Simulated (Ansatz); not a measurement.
Bond stretch in GeMg, lowest singlet found (which spin is the ground state isn't settled by this scan).

RHF/aug-cc-pVDZ (Ansatz, an electronic-structure program); RMP2 = MP2 on RHF/aug-cc-pVDZ, cores with 3d frozen run with Ansatz; RCCSD = CCSD on RHF/aug-cc-pVDZ, cores with 3d frozen (Ansatz); RCCSD(T) = CCSD(T) on RHF/aug-cc-pVDZ, cores with 3d frozen (Ansatz); RKS-CAM-B3LYP = restricted CAM-B3LYP/aug-cc-pVDZ (Ansatz); RKS-B3LYP = restricted B3LYP/aug-cc-pVDZ in Ansatz; RKS-PBE = restricted PBE/aug-cc-pVDZ (Ansatz); FCI = full CI/aug-cc-pVDZ, cores with 3d frozen in Ansatz.

All curves are set to zero at 2.62 Å and compared with full CI in the same basis at 2.62, 2.71, 2.84, 2.98, 3.11, 3.28, 3.53, 3.82, 4.18, 4.59, 5.13, 5.70, 6.57, 7.56, 8.80 Å.

Question: Order the methods by the spread of their error (largest minus smallest) over these points.

Answer: RMP2 has the smallest spread and RHF the largest. In order (kJ/mol): RMP2 6.57, RKS-B3LYP 8.47, RKS-CAM-B3LYP 8.52, RCCSD(T) 12.23, RCCSD 24.06, RKS-PBE 39.78, RHF 57.20.

Errors against full CI at some of the points (kJ/mol):

```csv
method,3.28 Å,3.82 Å,5.13 Å,6.57 Å,8.80 Å
RMP2,6.6,4.3,3.9,4.1,4.2
RKS-B3LYP,0.6,1.6,8.0,8.4,7.8
RKS-CAM-B3LYP,-1.6,-5.5,-5.8,-6.4,-6.9
RCCSD(T),-2.5,-7.0,-11.7,-12.1,-12.2
RCCSD,-6.9,-15.3,-22.9,-23.9,-24.1
RKS-PBE,8.3,16.6,35.5,39.5,39.8
RHF,-26.2,-44.1,-55.3,-56.7,-57.2
```

The restricted form behind RHF, RMP2, RKS-CAM-B3LYP, RKS-B3LYP, RKS-PBE keeps the bonding electrons paired and can't separate into open-shell fragments. Also computed but left out beside FCI, since their determinant holds another spin at the minimum (<S²> over 0.7 above the pure value): UHF, UMP2, UCCSD, UCCSD(T), UCCSDT, UCCSDT(Q), UKS-CAM-B3LYP, UKS-B3LYP, UKS-PBE, UKS-B3LYP/6-31G*, UHF/LANL2DZ, UKS-B3LYP/3-21G, UKS-LDA (SVWN5)/6-31G*.
